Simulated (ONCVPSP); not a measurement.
## Scattering properties, ONCV potential for Sn (Z = 50)

* Element: Sn
* Generator: ONCVPSP 4.0.1
* Type: optimised norm-conserving Vanderbilt (ONCV)
* Functional: PBEsol
* Relativity: scalar-relativistic
* Frozen core: [Ar] 3d10
* Valence charge: 22
* Reference configuration: 4s2 4p6 4d10 5s2 5p1 (charge +1)
* Partial waves: 4s+5s: rc 1.50 bohr, ncon 5, nbas 9, qcut 6.2 1/bohr, 2 projectors; 4p+5p: rc 1.50 bohr, ncon 3, nbas 8, qcut 11.4 1/bohr, 2 projectors; 4d: rc 1.25 bohr, ncon 4, nbas 8, qcut 12 1/bohr, local
* Local potential: the d channel
* Core correction: Teter function, fcfact 6, rcfact 1.45

The phase is arctan(r·R′/R) of the radial function R(r), unwrapped; energies in Ha, scanned from -7 to 5 Ha. A pole is an energy at which the radial function vanishes at the test radius. The pseudo phase is shifted by a multiple of π to meet the all-electron one at the reference energy, and phase errors are pseudo minus all-electron; the curves can meet again beyond the range given. Levels narrower than the energy grid can be missing from the lists of poles.

| channel | radius (bohr) | reference energy (Ha) | poles, all-electron | poles, pseudo | unbroken range about the reference energy with phases within 0.05 rad | phase error 1 Ha above the reference energy (rad) |
| --- | --- | --- | --- | --- | --- | --- |
| s | 1.52 | -0.66 | -4.95 | -4.95 | the whole range | -0.001 |
| p | 1.52 | -0.38 | -3.17 | -3.17 | the whole range | -0.000 |
| d | 1.27 | -1.24 | 0.82 | 0.81 | the whole range | -0.000 |

Phases in the d channel:

```
E (Ha)  all-electron  pseudo
 -6.96         1.245   1.244
 -6.32         1.212   1.212
 -5.68         1.169   1.169
 -5.04         1.109   1.108
 -4.40         1.017   1.016
 -3.76         0.863   0.861
 -3.12         0.561   0.559
 -2.48        -0.046  -0.048
 -1.84        -0.759  -0.760
 -1.20        -1.159  -1.159
 -0.56        -1.360  -1.360
  0.08        -1.478  -1.478
  0.72        -1.560  -1.561
  1.36        -1.625  -1.626
  2.00        -1.683  -1.685
  2.64        -1.742  -1.745
  3.28        -1.808  -1.814
  3.92        -1.892  -1.903
  4.56        -2.013  -2.033
```
